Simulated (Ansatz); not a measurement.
Harmonic vibrations of In2O4H2 by finite differences.

```yaml
crystal:
  periodic: [false, false, false]
  atoms:
    - {symbol: In, position_ang: [1.424922, -0.142456, 0.397667]}
    - {symbol: In, position_ang: [-1.481469, 0.077400, 0.063244]}
    - {symbol: O, position_ang: [0.149806, 0.194452, -1.172953]}
    - {symbol: O, position_ang: [3.397585, -0.297578, 0.609326]}
    - {symbol: O, position_ang: [-0.204842, -0.253447, 1.624996]}
    - {symbol: O, position_ang: [-3.452751, 0.219042, -0.168846]}
    - {symbol: H, position_ang: [-3.660406, 0.383833, -1.101391]}
    - {symbol: H, position_ang: [3.827146, -0.181245, -0.252054]}
basis:
  gaussian: {orbitals: def2-SVP}
hamiltonian: {xc: {name: B3LYP}, dispersion: d4}
scf: {omitted_lower_state_checks: [starts]}
phonons: {temperatures: {t_min: 298.15, t_max: 900, t_step: 200}}
```

```sh
$ ansatz run in.yaml --threads 4 --pin off --events-out ev --progress --plain --max-ram 4787MiB
```

Shortened log:

```
Functional definition: B3LYP
mean field -18565.74153415 eV, -682.2784170683 hartree, gradient 1.8e-5 eV, S^2 0.000000; 0 other end points of the search recorded, 0 dependent functions left out
mean field -18565.74143577 eV, -682.2784134530 hartree, gradient 1.9e-6 eV, S^2 0.000000; 0 other end points of the search recorded, 0 dependent functions left out
mean field -18565.74136711 eV, -682.2784109299 hartree, gradient 1.7e-6 eV, S^2 0.000000; 0 other end points of the search recorded, 0 dependent functions left out
mean field -18565.74151650 eV, -682.2784164196 hartree, gradient 2.5e-6 eV, S^2 0.000000; 0 other end points of the search recorded, 0 dependent functions left out
mean field -18565.74153225 eV, -682.2784169987 hartree, gradient 2.5e-6 eV, S^2 0.000000; 0 other end points of the search recorded, 0 dependent functions left out
mean field -18565.74151510 eV, -682.2784163685 hartree, gradient 2.3e-6 eV, S^2 0.000000; 0 other end points of the search recorded, 0 dependent functions left out
mean field -18565.74147151 eV, -682.2784147664 hartree, gradient 2.1e-6 eV, S^2 0.000000; 0 other end points of the search recorded, 0 dependent functions left out
mean field -18565.74136437 eV, -682.2784108291 hartree, gradient 1.6e-6 eV, S^2 0.000000; 0 other end points of the search recorded, 0 dependent functions left out
mean field -18565.74144202 eV, -682.2784136828 hartree, gradient 1.7e-6 eV, S^2 0.000000; 0 other end points of the search recorded, 0 dependent functions left out
mean field -18565.74151954 eV, -682.2784165315 hartree, gradient 2.4e-6 eV, S^2 0.000000; 0 other end points of the search recorded, 0 dependent functions left out
mean field -18565.74152905 eV, -682.2784168809 hartree, gradient 2.7e-6 eV, S^2 0.000000; 0 other end points of the search recorded, 0 dependent functions left out
mean field -18565.74152132 eV, -682.2784165970 hartree, gradient 1.4e-6 eV, S^2 0.000000; 0 other end points of the search recorded, 0 dependent functions left out
mean field -18565.74146198 eV, -682.2784144164 hartree, gradient 2.5e-6 eV, S^2 0.000000; 0 other end points of the search recorded, 0 dependent functions left out
mean field -18565.74149788 eV, -682.2784157356 hartree, gradient 1.4e-6 eV, S^2 0.000000; 0 other end points of the search recorded, 0 dependent functions left out
mean field -18565.74147915 eV, -682.2784150472 hartree, gradient 1.3e-6 eV, S^2 0.000000; 0 other end points of the search recorded, 0 dependent functions left out
mean field -18565.74153477 eV, -682.2784170911 hartree, gradient 2.4e-6 eV, S^2 0.000000; 0 other end points of the search recorded, 0 dependent functions left out
mean field -18565.74152412 eV, -682.2784166999 hartree, gradient 2.7e-6 eV, S^2 0.000000; 0 other end points of the search recorded, 0 dependent functions left out
mean field -18565.74142791 eV, -682.2784131641 hartree, gradient 1.9e-6 eV, S^2 0.000000; 0 other end points of the search recorded, 0 dependent functions left out
mean field -18565.74153648 eV, -682.2784171540 hartree, gradient 2.6e-6 eV, S^2 0.000000; 0 other end points of the search recorded, 0 dependent functions left out
mean field -18565.74148516 eV, -682.2784152682 hartree, gradient 2.1e-6 eV, S^2 0.000000; 0 other end points of the search recorded, 0 dependent functions left out
mean field -18565.74139596 eV, -682.2784119902 hartree, gradient 2.3e-6 eV, S^2 0.000000; 0 other end points of the search recorded, 0 dependent functions left out
mean field -18565.74152981 eV, -682.2784169090 hartree, gradient 1.3e-6 eV, S^2 0.000000; 0 other end points of the search recorded, 0 dependent functions left out
mean field -18565.74152965 eV, -682.2784169030 hartree, gradient 2.2e-6 eV, S^2 0.000000; 0 other end points of the search recorded, 0 dependent functions left out
mean field -18565.74140828 eV, -682.2784124428 hartree, gradient 1.8e-6 eV, S^2 0.000000; 0 other end points of the search recorded, 0 dependent functions left out
mean field -18565.74140257 eV, -682.2784122329 hartree, gradient 1.2e-6 eV, S^2 0.000000; 0 other end points of the search recorded, 0 dependent functions left out
mean field -18565.74148173 eV, -682.2784151419 hartree, gradient 1.5e-6 eV, S^2 0.000000; 0 other end points of the search recorded, 0 dependent functions left out
mean field -18565.74149200 eV, -682.2784155193 hartree, gradient 1.7e-6 eV, S^2 0.000000; 0 other end points of the search recorded, 0 dependent functions left out
mean field -18565.74152635 eV, -682.2784167818 hartree, gradient 2.6e-6 eV, S^2 0.000000; 0 other end points of the search recorded, 0 dependent functions left out
mean field -18565.74153197 eV, -682.2784169883 hartree, gradient 2.3e-6 eV, S^2 0.000000; 0 other end points of the search recorded, 0 dependent functions left out
mean field -18565.74149160 eV, -682.2784155046 hartree, gradient 2.4e-6 eV, S^2 0.000000; 0 other end points of the search recorded, 0 dependent functions left out
mean field -18565.74147064 eV, -682.2784147346 hartree, gradient 1.9e-6 eV, S^2 0.000000; 0 other end points of the search recorded, 0 dependent functions left out
mean field -18565.74141748 eV, -682.2784127810 hartree, gradient 2.2e-6 eV, S^2 0.000000; 0 other end points of the search recorded, 0 dependent functions left out
mean field -18565.74151139 eV, -682.2784162321 hartree, gradient 2.1e-6 eV, S^2 0.000000; 0 other end points of the search recorded, 0 dependent functions left out
mean field -18565.74153422 eV, -682.2784170710 hartree, gradient 1.3e-6 eV, S^2 0.000000; 0 other end points of the search recorded, 0 dependent functions left out
mean field -18565.74152080 eV, -682.2784165777 hartree, gradient 2.0e-6 eV, S^2 0.000000; 0 other end points of the search recorded, 0 dependent functions left out
mean field -18565.74137922 eV, -682.2784113747 hartree, gradient 1.3e-6 eV, S^2 0.000000; 0 other end points of the search recorded, 0 dependent functions left out
mean field -18565.74138820 eV, -682.2784117047 hartree, gradient 1.3e-6 eV, S^2 0.000000; 0 other end points of the search recorded, 0 dependent functions left out
mean field -18565.74151066 eV, -682.2784162053 hartree, gradient 1.3e-6 eV, S^2 0.000000; 0 other end points of the search recorded, 0 dependent functions left out
mean field -18565.74152493 eV, -682.2784167297 hartree, gradient 9.5e-7 eV, S^2 0.000000; 0 other end points of the search recorded, 0 dependent functions left out
mean field -18565.74153160 eV, -682.2784169747 hartree, gradient 7.8e-7 eV, S^2 0.000000; 0 other end points of the search recorded, 0 dependent functions left out
mean field -18565.74152631 eV, -682.2784167804 hartree, gradient 1.2e-6 eV, S^2 0.000000; 0 other end points of the search recorded, 0 dependent functions left out
mean field -18565.74138193 eV, -682.2784114744 hartree, gradient 2.7e-6 eV, S^2 0.000000; 0 other end points of the search recorded, 0 dependent functions left out
mean field -18565.74139618 eV, -682.2784119981 hartree, gradient 2.5e-6 eV, S^2 0.000000; 0 other end points of the search recorded, 0 dependent functions left out
mean field -18565.74150404 eV, -682.2784159620 hartree, gradient 1.2e-6 eV, S^2 0.000000; 0 other end points of the search recorded, 0 dependent functions left out
mean field -18565.74148452 eV, -682.2784152446 hartree, gradient 1.8e-6 eV, S^2 0.000000; 0 other end points of the search recorded, 0 dependent functions left out
mean field -18565.74153189 eV, -682.2784169853 hartree, gradient 9.0e-7 eV, S^2 0.000000; 0 other end points of the search recorded, 0 dependent functions left out
mean field -18565.74153052 eV, -682.2784169349 hartree, gradient 2.7e-6 eV, S^2 0.000000; 0 other end points of the search recorded, 0 dependent functions left out
mean field -18565.74141148 eV, -682.2784125603 hartree, gradient 2.3e-6 eV, S^2 0.000000; 0 other end points of the search recorded, 0 dependent functions left out
mean field -18565.74140925 eV, -682.2784124784 hartree, gradient 2.5e-6 eV, S^2 0.000000; 0 other end points of the search recorded, 0 dependent functions left out
Total energy: -18566.04851126 eV, -682.2896982690 hartree
Atom 0 at     1.424922    -0.142456     0.397667 Å, force     0.002770    -0.002356     0.007569 eV/Å
Atom 1 at    -1.481469     0.077400     0.063244 Å, force    -0.004604    -0.002773     0.013282 eV/Å
Atom 2 at     0.149806     0.194452    -1.172953 Å, force     0.000842    -0.001602     0.001202 eV/Å
Atom 3 at     3.397585    -0.297578     0.609326 Å, force    -0.008614     0.002133    -0.002419 eV/Å
Atom 4 at    -0.204842    -0.253447     1.624996 Å, force     0.000871     0.002497    -0.018890 eV/Å
Atom 5 at    -3.452751     0.219042    -0.168846 Å, force     0.007770     0.000804     0.000544 eV/Å
Atom 6 at    -3.660406     0.383833    -1.101391 Å, force    -0.000852     0.000886    -0.002007 eV/Å
Atom 7 at     3.827146    -0.181245    -0.252054 Å, force     0.001818     0.000410     0.000719 eV/Å
Dipole moment:     0.062937     0.081699    -0.509936 e Å
Vibrations: 63.41 80.90 95.99 102.75 204.09 211.24 240.68 250.32 483.05 543.66 554.09 566.56 620.94 638.37 870.55 878.31 3801.73 3802.77 cm⁻¹, zero-point energy 0.868473 eV
Checks for a lower state left out: starts
```

It took 3.6 min on 4 threads of Intel Xeon on a shared host.

In the def2 sets In takes a core potential; there is no spin–orbit coupling. The structure comes from a short search, and lower isomers may exist.
